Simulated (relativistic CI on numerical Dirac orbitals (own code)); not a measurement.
**d9 in a ligand field**

Computed with a parametric ligand-field model of a d^n configuration (Racah B and C, spin-orbit zeta, crystal field), exact diagonalisation.

Field parameters in Wybourne normalisation: D3d B²₀ = −7Dσ, B⁴₀ = −14Dq − 21Dτ, B⁴₃ = −14√(10/7) Dq; Oh B⁴₀ = 21Dq, B⁴₄ = √(5/14) B⁴₀; Td as Oh with Dq negative (B⁴₀ = 21Dq, B⁴₄ = √(5/14) B⁴₀). The field is a parameter set, without covalency.

Question: Ground term and bands for B = 520, C = 1890, ζ = 0 cm⁻¹, Td, 10Dq = -7750 cm⁻¹?

Answer: Ground term 2T2 with 4.00 electrons in the two orbitals of the cubic e set. Spin-allowed: 2E 7750 cm⁻¹ (1290 nm). Lowest spin-forbidden: none.

Question: Ground term and bands for B = 960, C = 3640, ζ = 0 cm⁻¹, Oh, 10Dq = 3250 cm⁻¹?

Answer: Ground term 2E with 3.00 electrons in the two orbitals of the cubic e set. Spin-allowed: 2T2 3250 cm⁻¹ (3077 nm). Lowest spin-forbidden: none.

Question: Ground term and bands for B = 790, C = 3170, ζ = 0 cm⁻¹, Td, 10Dq = -2650 cm⁻¹?

Answer: Ground term 2T2 with 4.00 electrons in the two orbitals of the cubic e set. Spin-allowed: 2E 2650 cm⁻¹. Lowest spin-forbidden: none.

Question: Ground term and bands for B = 830, C = 3700, ζ = 0 cm⁻¹, Oh, 10Dq = 3250 cm⁻¹?

Answer: Ground term 2E with 3.00 electrons in the two orbitals of the cubic e set. Spin-allowed: 2T2 3250 cm⁻¹ (3077 nm). Lowest spin-forbidden: none.

Question: Ground term and bands for B = 850, C = 3710, ζ = 0 cm⁻¹, D3d, 10Dq = 18800, Dσ = 1200, Dτ = 110 cm⁻¹?

Answer: Ground term 2E with 3.01 electrons in the two orbitals of the cubic e set. Spin-allowed: 2E 18014 cm⁻¹ (555 nm), 2A1 22232 cm⁻¹ (450 nm). Lowest spin-forbidden: none.
